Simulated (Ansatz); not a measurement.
```yaml
crystal:
  periodic: [false, false, false]
  atoms:
    - {symbol: F, position_ang: [-0.217994, -2.140569, 0.248751]}
    - {symbol: Si, position_ang: [0.446852, -0.713657, 0.166427]}
    - {symbol: F, position_ang: [1.649141, -0.748713, 1.185327]}
    - {symbol: C, position_ang: [-0.539526, 0.776117, -0.081362]}
    - {symbol: S, position_ang: [0.563607, 0.313302, -1.592685]}
    - {symbol: H, position_ang: [-0.244732, 1.726499, 0.352861]}
    - {symbol: H, position_ang: [-1.595949, 0.719120, -0.325120]}
basis:
  gaussian: {orbitals: ANO-RCC-VTZP}
hamiltonian: {xc: {name: HF}}
correlation: {method: mp2, frozen_orbitals: {F: 9}}
```

```sh
$ ansatz run in.yaml --threads 2 --pin off --events-out ev --progress --plain --max-ram 4352MiB
```

Output, abridged:

```
Functional definition: HF
Error: "frozen_orbitals" has no count for Si
```

In this input frozen orbitals are typed for one element alone, and the program wants a count for each. The input was rejected before any iteration.
